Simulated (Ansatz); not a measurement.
## Pulling the pair apart

The pair of Ag⁺ (SMILES [Ag+], atom 1) and C2H6 (SMILES CC, atoms 2–9), both closed shells, in one local arrangement (a lower one may exist), relaxed at PBE0-D4/def2-TZVP:

Ag1  (-1.056, 0.675, -2.390)
C2  (-0.447, 0.299, -0.010)
C3  (0.719, -0.474, 0.587)
H4  (-1.102, -0.413, -0.568)
H5  (-1.106, 0.752, 0.732)
H6  (-0.043, 1.165, -0.590)
H7  (1.331, 0.188, 1.200)
H8  (1.357, -0.912, -0.181)
H9  (0.347, -1.280, 1.220)
(Å)

C2H6 is shifted rigidly along the line between the mean atom positions of the two fragments (negative: closer). Counterpoise interaction energies in kcal/mol. Computed with Ansatz 0.2.0 (basis: def2-TZVPPD); correlated methods freeze the cores. Filled d shells of the heavier atoms are correlated. Core potentials replace the inner electrons of the atoms past krypton.

```tsv
shift (Å)	PBE0-D4	PBE-D4	MP2
-0.25	-17.73	-22.14	-14.90
-0.12	-20.66	-24.69	-17.67
0.00	-21.32	-25.08	-18.25
0.12	-20.79	-24.37	-17.59
0.30	-18.83	-22.19	-15.65
0.62	-14.07	-17.05	-11.42
1.24	-7.08	-9.31	-5.69
2.49	-1.82	-3.23	-1.76
```

At the largest shift the D4 term itself is slightly repulsive (PBE-D4 +3.0 meV): a quirk of that model, not of the functional.

(1) What does CCSD(T) give at these shifts? (Judge from chemistry; the value comes from the calculation.)

T1 diagnostic: at most 0.012.

Answers

(1) By the calculation: -12.41, -15.89, -17.00, -16.71, -15.10, -11.18, -5.59, -1.72 kcal/mol. For zero shift, CCSD(T) at an estimated basis limit (MP2 extrapolated from triple and quadruple zeta, plus CCSD(T) − MP2 in triple zeta) gives -19.57 kcal/mol. These are counterpoise interaction energies, counted from the two frozen fragments.

For scale, one of the runs: CCSD(T)/def2-TZVPPD, 232 basis functions, launched by `ansatz run in.yaml --threads 4 --pin off --events-out ev --progress --plain --max-ram 9574MiB`. Hardware: 4 CPU threads of an Arm Neoverse V1, shared host. Wall time 2.7 min; peak host memory 4.8 GiB.
